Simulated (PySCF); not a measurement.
# How methods differ on the electron affinity of Ba

Ba- [Xe] 5d1 6s2 (2D) → Ba [Xe] 6s2 (1S), as a difference of total energies. All numbers are calculated (PySCF 2.14, scalar relativity by spin-free X2C-1e, in aug-cc-pVTZ-X2C). Correlated levels: valence: [Xe] frozen. The calculations carry no spin-orbit coupling.

| method | electron affinity (eV) |
| --- | --- |
| UHF | -0.875 |
| MP2 (valence) | -0.648 |
| SCS-MP2 (valence) | -0.682 |
| CCSD (valence) | -0.481 |
| CCSD(T) (valence) | -0.401 |

A first-order spin-orbit estimate (lowest level to lowest level, LS coupling) adds 0.031 eV.

The configuration of this anion was assumed by filling the next shell in order. It is not the known or likely ground configuration (Ca⁻, Sr⁻ and Ba⁻, for instance, bind a p electron), so these values are not the electron affinity of the element.

A negative affinity means that the anion lies above the atom at that level of theory.

The coupled-cluster amplitudes are large for Ba- (T1 above 0.03 or a double amplitude above 0.15), so a single reference is strained.
